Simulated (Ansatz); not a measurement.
Ansatz (a program for electronic structure) input file for RuF3, SMILES [F][Ru]([F])[F] (connectivity only; charge and spin as stated), neutral, multiplicity 4, PBE/def2-SVPD. Coordinates come from a PBE0-D3(BJ)/def2-TZVP optimisation. The spin state was assumed, not searched. The def2 effective core potentials stand for the cores of Ru; spin–orbit coupling is left out.

Ansatz 0.2 input:
```yaml
crystal:
  periodic: [false, false, false]
  atoms:
    - {symbol: Ru, position_ang: [0.00000000, -0.00000000, 0.16728380]}
    - {symbol: F, position_ang: [0.00000000, -1.81964375, 0.43379924]}
    - {symbol: F, position_ang: [0.00000000, 0.00000001, -1.68543042]}
    - {symbol: F, position_ang: [0.00000000, 1.81964375, 0.43379925]}
basis:
  gaussian:
    orbitals: def2-SVPD
hamiltonian:
  xc: {name: PBE}
magnetization: {spin_polarized: true, initial_magnetization: 3}
```

Log of the run:

```
WARN ansatz: RAYON_NUM_THREADS=1 ignored (pool sized by the plan → 1); use --threads N
Functional definition: PBE
integrals: 0.03 GiB planned
867 factors; their error is unknown
mean field: 0.33 GiB planned
mean field evaluation 1: about -10715.5123 eV, gradient 4.0e1 eV
mean field evaluation 2: about -10603.0873 eV, gradient 1.7e2 eV
mean field evaluation 4: about -10719.7628 eV, gradient 1.5e1 eV
mean field evaluation 8: about -10720.5528 eV, gradient 9.8e-2 eV
mean field evaluation 16: about -10720.5251 eV, gradient 4.1e-5 eV
mean field evaluation 32: about -10720.5501 eV, gradient 3.6e-5 eV
mean field evaluation 64: about -10719.1298 eV, gradient 1.2e1 eV
mean field evaluation 96: about -10720.5244 eV, gradient 1.4e-1 eV
mean field evaluation 128: about -10719.7715 eV, gradient 9.2e-1 eV
mean field evaluation 160: about -10719.2321 eV, gradient 3.0e0 eV
mean field evaluation 192: about -10720.5602 eV, gradient 2.7e-1 eV
mean field -10720.55005794 eV, -393.9729479795 hartree, gradient 9.4e-6 eV, S^2 3.756219; 22 other end points of the search recorded, 0 dependent functions left out
reference -10720.55010139 eV, -393.9729495763 hartree; 23, 20 occupied and 80, 83 virtual orbitals, 867 factors
Total energy: -10720.55010139 eV, -393.9729495763 hartree
```

Self-consistency was reached.
